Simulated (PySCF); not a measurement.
# Correlation energy of P(2+) (phosphorus, charge +2)

[Ne] 3s1 3p2, 3s spin antiparallel (an excited configuration). Computed with PySCF 2.14 in def2-QZVPPD, with no relativity, point nucleus. Frozen: [Ne]; 3 electrons correlated.

MP2 pair energies summed by pair of shells (mhartree):

```
 pair  energy  share (%)
3s-3p  -73.46       90.8
3p-3p   -7.42        9.2
```

Total MP2 correlation energy: -80.89 mhartree.

Same-spin part -7.42 and opposite-spin part -73.46 mhartree; SCS-MP2 scales them by 1/3 and 6/5 to -90.63 mhartree.
